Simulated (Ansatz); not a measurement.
C₂H₆FISi (`FC[SiH2]CI`), relaxed with RKS PBE0-D4/def2-TZVP in the Gaussian-basis code of Ansatz from a PBE-D4/def2-SVP geometry. The force threshold is 0.005 eV/Å; the program also tests the step.

Charge 0, multiplicity 1. I takes the def2 core potential.

Start:

```xyz
11

F     0.878   -1.924    0.483
C     1.369   -0.768   -0.138
Si    0.278    0.693    0.428
C    -1.520    0.266    0.010
I    -1.830    0.207   -2.149
H     2.438   -0.626    0.140
H     1.324   -0.897   -1.243
H     0.389    0.830    1.925
H     0.703    1.970   -0.241
H    -2.254    0.993    0.406
H    -1.774   -0.745    0.380
```

Task: How much energy does the relaxation release, and in how many steps? (Best estimate.)

Result: The calculation gave: 5.37 kJ/mol, in 7 steps.

Task: Which bonds change most? (An estimate is asked.)

Result: Computed: C4–I5 from 2.182 to 2.141 Å; Si3–C4 from 1.894 to 1.874 Å; C2–H7 from 1.114 to 1.094 Å; C2–H6 from 1.114 to 1.095 Å.

Task: Give the relaxed structure. (Best estimate.)

Result: Ansatz gave: 
```xyz
11

F     0.949   -1.943    0.453
C     1.368   -0.756   -0.146
Si    0.258    0.660    0.435
C    -1.528    0.275    0.015
I    -1.787    0.172   -2.108
H     2.415   -0.585    0.127
H     1.318   -0.886   -1.232
H     0.381    0.800    1.912
H     0.684    1.919   -0.228
H    -2.220    1.038    0.366
H    -1.837   -0.694    0.404
```
